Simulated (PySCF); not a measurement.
Gas-phase reaction: 4 GeHF3 + 3 GeF2 → 6 GeF3 + GeH4

Energies from PySCF (xtb for GFN2), thermal terms from the rigid-rotor harmonic-oscillator model, ideal gas at 1 bar. † marks an energy on the PBE0/def2-TZVP geometry and frequencies; other levels use their own. MP2 freezes the core. 6-31G* has spherical d functions here. Open shells (unrestricted): GeF3 (multiplicity 2); the rest are closed-shell singlets. GFN2 has no spin-polarisation term. Ge: all electrons, no relativistic terms. GeHF3, GeF3: computed as isolated molecules; such fragments, hydroxides, amides, oligomers or adducts are transient or little studied in the gas. MP2 isn't extrapolated to the basis-set limit; its ΔH°(298 K) is 722.1 kJ in def2-SVP and 738.1 kJ in def2-TZVPP. The harmonic model lacks anharmonicity and excited electronic states, which grow with temperature; levels with a mode under 35 cm⁻¹ are left out.

ΔH° and ΔS° at 298 K: GFN2-xTB 853 kJ, 112 J/K; HF/6-31G* 585 kJ, 20 J/K; M06-2X/def2-TZVP† 702 kJ, 25 J/K; MP2/def2-TZVPP† 738 kJ, 25 J/K.

Q: With the heat capacities included, give log10 K (1 bar) at 600, 800, 1000, 1600, 2500 K from GFN2-xTB, HF/6-31G*, M06-2X/def2-TZVP†, MP2/def2-TZVPP†.

A: 
```
T (K)  GFN2-xTB  HF/6-31G*  M06-2X/def2-TZVP†  MP2/def2-TZVPP†
-----  --------  ---------  -----------------  ---------------
600       -68.3      -49.8              -59.8            -62.9
800       -49.6      -37.0              -44.4            -46.8
1000      -38.4      -29.3              -35.2            -37.1
1600      -21.6      -17.8              -21.4            -22.6
2500      -11.5      -10.9              -13.1            -13.9
```
